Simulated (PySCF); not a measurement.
Compound: C6H11O (doublet state).
Z-matrix (Å and degrees, GFN2-xTB geometry), rows numbered from 1:
```
C 
C   1  1.5407
C   2  1.4830  1  113.06
C   3  1.4950  2  125.78  1    66.27
C   4  1.5307  3  101.66  2  -173.07
C   5  1.5321  4  101.91  3    29.21
O   3  1.3836  2  117.73  1   -85.04
H   1  1.0872  2  110.21  3   178.02
H   1  1.0872  2  110.41  3   -62.07
H   1  1.0870  2  110.07  3    58.00
H   2  1.0930  1  108.78  3   121.46
H   2  1.0912  1  108.73  3  -120.36
H   4  1.0914  3  112.32  2    65.83
H   4  1.1007  3  111.76  2   -55.09
H   5  1.0904  4  110.08  3   -87.47
H   5  1.0874  4  113.59  3   149.94
H   6  1.0997  5  110.68  4    87.71
H   6  1.0922  5  113.58  4  -149.57
```

The hyperfine couplings belong to this conformer and change with its torsions.

The species is `CC[C]1CCCO1` [radical].

Computed, not measured: PySCF, UKS B3LYP, pcH-1 on C H O, non-relativistic, mean-field spin-orbit, GIAO. Geometry: GFN2-xTB, one conformer, isolated molecule. A GFN2-xTB geometry isn't a minimum of the functional, and hyperfine couplings can be far from their values at a DFT geometry. No stability test was run, so a lower SCF solution isn't excluded.

The largest Mulliken spin populations are on C3 (+0.86), O7 (+0.12) and C4 (-0.07). No atom but C3 exceeds +0.15. The angles at C3 add up to 354.5°, so it is nearly planar.

Question: How do the β-proton couplings of this frozen conformer go with θ, the angle between the C–H bond and the normal to the plane of the spin centre's three neighbours, both seen down the bond from centre to carbon?

Answer: 
```csv
β H,on,centre,θ (°),cos²θ,a (G)
H11,C2,C3,50,0.41,+10.00
H12,C2,C3,68,0.14,+7.26
H13,C4,C3,39,0.60,+17.19
H14,C4,C3,20,0.89,+38.74
```

Fitting the Heller–McConnell form a = ρ(B0 + B2 cos²θ), with Mulliken ρ = 0.86, gives B0 = -3.7 G and B2 = 49.3 G, with a largest miss of 4.9 G.

Couplings in gauss use g_iso = 2.0032.

Hardware: an Intel Xeon at 2.50 GHz with one thread (shared host). Cost: 2.7 min (grids of density and orbitals included), 1.0 GiB resident at most.
